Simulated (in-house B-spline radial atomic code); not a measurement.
Whole-atom quantities along the 37-electron series, configuration [Kr] 4d1. Breit and QED terms are first order and not part of the total energy; the density at the nucleus is averaged over the nuclear charge. Computed with an all-electron radial atomic-structure program (B-spline basis): Dirac-Hartree-Fock, average of the configuration, finite nuclei.

```
  ion   Z  E/Z² (Eh)  Σ<r²> (bohr²)  n(0)/Z³ (bohr⁻³)  Lamb diamagnetic shielding (ppm)  repulsion over attraction  Breit energy (eV)  self-energy (eV)  vacuum polarisation (eV)  Dirac less non-relativistic energy (Eh)
Nd23+  60    -2.6096          4.775            1.9837                           6509.61                    0.11179             221.29            174.76                   -25.798                                  -341.81
Pm24+  61    -2.6244         4.5335            2.0468                           6652.79                     0.1101             234.06            185.59                   -27.791                                  -367.69
Sm25+  62     -2.639         4.3098            2.1057                           6797.13                    0.10844             247.34            196.95                    -29.91                                  -395.08
Eu26+  63    -2.6534         4.1022            2.1762                           6942.72                    0.10682             261.15            208.84                    -32.17                                  -424.08
Gd27+  64    -2.6676         3.9092            2.2483                           7089.57                    0.10523              275.5            221.29                   -34.574                                  -454.74
Tb28+  65    -2.6817         3.7293            2.3407                           7237.81                    0.10367              290.4            234.32                   -37.143                                  -487.19
Dy29+  66    -2.6956         3.5614            2.4058                           7387.29                    0.10215             305.86            247.96                   -39.855                                  -521.37
Ho30+  67    -2.7094         3.4044            2.4971                           7538.27                    0.10066              321.9            262.22                   -42.754                                   -557.5
Er31+  68     -2.723         3.2574            2.5835                           7690.68                   0.099206             338.53            277.13                   -45.829                                  -595.58
Tm32+  69    -2.7366         3.1195            2.6854                           7844.67                   0.097777             355.77            292.73                   -49.106                                  -635.76
Yb33+  70      -2.75         2.9899            2.7749                           8000.16                   0.096378             373.63            309.03                   -52.574                                  -678.03
Lu34+  71          ?              ?                 ?                                 ?                          ?                  ?                 ?                         ?                                        ?
Hf35+  72    -2.7767         2.7533            2.9898                           8316.22                   0.093661             411.27            343.86                   -60.193                                  -769.43
Ta36+  73    -2.7899          2.645            3.1085                           8476.88                   0.092342             431.09            362.46                   -64.366                                  -818.74
 W37+  74     -2.803         2.5428            3.2311                           8639.37                   0.091047              451.6            381.89                   -68.796                                  -870.58
Re38+  75    -2.8161         2.4462            3.3628                           8803.79                   0.089777              472.8            402.19                   -73.505                                  -925.06
Os39+  76          ?              ?                 ?                                 ?                          ?                  ?                 ?                         ?                                        ?
Ir40+  77    -2.8422         2.2681            3.6417                           9138.62                   0.087306             517.39            445.52                   -83.813                                 -1042.36
Pt41+  78          ?              ?                 ?                                 ?                          ?                  ?                 ?                         ?                                        ?
Au42+  79    -2.8681         2.1079            3.9515                           9482.04                   0.084921             565.01            492.76                   -95.443                                 -1171.58
```

(1) Fill in the row of Lu34+.

(2) Fill in the row of Os39+.

(3) Fill in the row of Pt41+.

(4) With what power of Z does the column «vacuum polarisation (eV)» change over this range?

## Answers

(1) E/Z² (Eh): -2.7634; Σ<r²> (bohr²): 2.8681; n(0)/Z³ (bohr⁻³): 2.8726; Lamb diamagnetic shielding (ppm): 8157.3; repulsion over attraction: 0.095007; Breit energy (eV): 392.12; self-energy (eV): 326.06; vacuum polarisation (eV): -56.262; Dirac less non-relativistic energy (Eh): -722.54.

(2) E/Z² (Eh): -2.8292; Σ<r²> (bohr²): 2.3547; n(0)/Z³ (bohr⁻³): 3.4924; Lamb diamagnetic shielding (ppm): 8970.14; repulsion over attraction: 0.088531; Breit energy (eV): 494.73; self-energy (eV): 423.39; vacuum polarisation (eV): -78.495; Dirac less non-relativistic energy (Eh): -982.25.

(3) E/Z² (Eh): -2.8552; Σ<r²> (bohr²): 2.1859; n(0)/Z³ (bohr⁻³): 3.7906; Lamb diamagnetic shielding (ppm): 9309.2; repulsion over attraction: 0.086103; Breit energy (eV): 540.81; self-energy (eV): 468.63; vacuum polarisation (eV): -89.45; Dirac less non-relativistic energy (Eh): -1105.41.

(4) A fit of the logarithm of its size against log Z from Z = 60 to 79 has slope 4.75.
